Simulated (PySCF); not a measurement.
Telling isomers of C$_{7}$H$_{7}$FSi apart by NMR

- shieldings: GIAO PBE0/pcSseg-1
- coordinates at the GFN2-xTB level
- run in PySCF 2.14
- no solvent, one conformer, averaged over atoms made equivalent by symmetry, fast rotation or ring inversion, no relativistic terms

Scale: ¹H (31.72 ppm), ¹³C (186.93 ppm) against TMS (reference shieldings calculated alike). Splittings of carbon signals by F and P are missing where no couplings were computed. Where no couplings were computed, multiplicities follow the n + 1 count of equivalent neighbours, and m marks all less simple cases (inequivalent or close neighbours, rings, F or P nearby). Shifts are as computed. Against solution values, carbons near 30 ppm lie about +3 ppm off and those near 130 ppm about +5 ppm. Of 1211 compounds with measured shifts, 218 miss one by over three times the rms of a fit or turn the order of signals round; such compounds aren't used in these exercises.

(1) Tabulate the signals of `C#C[C@@H]1[SiH2]/C(=C\F)C1=C`, `C#C[Si@H]1C/C(=C/F)C1=C` and their relative energies.

(2) What is the quickest way to tell C#C[C@@H]1[SiH2]/C(=C\F)C1=C from C#C[Si@H]1C/C(=C/F)C1=C?

Results:

(1) 
```tsv
SMILES	carbon types	δC	δH	E rel. (kcal/mol)
C#C[C@@H]1[SiH2]/C(=C\F)C1=C	3×C 3×CH 1×CH2	164.8, 152.7, 123.6, 113.8, 89.5, 75.5, 23.7	7.81 (m, 1H), 5.80 (br s, 1H), 5.58 (br s, 1H), 5.08 (m, 1H), 4.95 (m, 1H), 3.18 (m, 1H), 1.65 (d, 1H)	10.1
C#C[Si@H]1C/C(=C/F)C1=C	3×C 2×CH 2×CH2	155.6, 151.4, 139.2, 128.0, 106.0, 87.4, 17.1	6.96 (m, 1H), 6.69 (br s, 1H), 6.09 (br s, 1H), 5.14 (m, 1H), 2.19 (m, 1H), 2.13 (d, 1H), 2.11 (m, 1H)	0.0
```

Energies are electronic energies at PBE0/pcSseg-1 on these geometries, without zero-point or thermal terms, each for the one conformer computed, which needn't be the lowest.

(2) Both give the same number of carbon signals, but DEPT or the intensities differ. The first has an allylic sp3 CH bonded to Si at 23.7 ppm, the second an allylic sp3 CH2 bonded to Si at 17.1 ppm. Their most deshielded carbons lie at 164.8 and 155.6 ppm. In the proton spectra the most deshielded non-exchanging signals are 7.81 (m, 1H) and 6.96 (m, 1H).
